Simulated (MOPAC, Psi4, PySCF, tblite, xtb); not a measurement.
Dimer HBr ··· BF3 (SMILES Br and FB(F)F) at R = 4.98 Å between the centres of mass, closest contact 2.26 Å (lowest of the rigid-body minima from ten starts at GFN2-xTB). Geometry in Å and degrees:

```
F
B 1 1.3156
F 2 1.3154 1 119.98
F 2 1.3157 3 119.98 1 179.97
H 1 2.2577 3 146.53 2 -179.28
Br 5 1.4248 3 160.14 2 -177.77
```

GFN2-xTB (tblite); SAPT0/jun-cc-pVDZ, frozen core (Psi4); revPBE/def2-TZVP, counterpoise-corrected (Psi4); revPBE-D3(BJ)/def2-TZVP, counterpoise-corrected (Psi4); PBE/def2-TZVP, counterpoise-corrected (Psi4); PBE-D3(BJ)/def2-TZVP, counterpoise-corrected (Psi4); HF/aug-cc-pVDZ, counterpoise-corrected (Psi4); MP2/aug-cc-pVDZ = DF-MP2/aug-cc-pVDZ, frozen core, counterpoise-corrected (Psi4); SCS-MP2/aug-cc-pVDZ = Psi4 with DF-SCS-MP2/aug-cc-pVDZ, frozen core, counterpoise-corrected; AM1, restricted, heats of formation (MOPAC); PM3, restricted, heats of formation (MOPAC); GFN1-xTB (xtb); RKS-B3LYP/6-31G* = restricted B3LYP/6-31G*, spherical d, no counterpoise correction in PySCF; RKS-M06-2X/6-31G* = restricted M06-2X/6-31G*, spherical d, no counterpoise correction in PySCF; RKS-B3LYP/3-21G = PySCF 2.14.0 with restricted B3LYP/3-21G, no counterpoise correction; RHF/STO-3G = restricted Hartree-Fock/STO-3G, no counterpoise correction run with PySCF.

Question: What interaction energy does each level give?

Answer: 
```tsv
method	E_int / kcal/mol
RKS-B3LYP/3-21G	-3.47
GFN2-xTB	-2.41
RKS-M06-2X/6-31G*	-1.69
RKS-B3LYP/6-31G*	-1.58
RHF/STO-3G	-1.17
PBE-D3(BJ)/def2-TZVP	-1.13
SAPT0/jun-cc-pVDZ	-1.07
GFN1-xTB	-1.01
AM1	-0.99
MP2/aug-cc-pVDZ	-0.84
revPBE-D3(BJ)/def2-TZVP	-0.80
PBE/def2-TZVP	-0.75
SCS-MP2/aug-cc-pVDZ	-0.60
PM3	-0.38
HF/aug-cc-pVDZ	-0.17
revPBE/def2-TZVP	-0.04
```
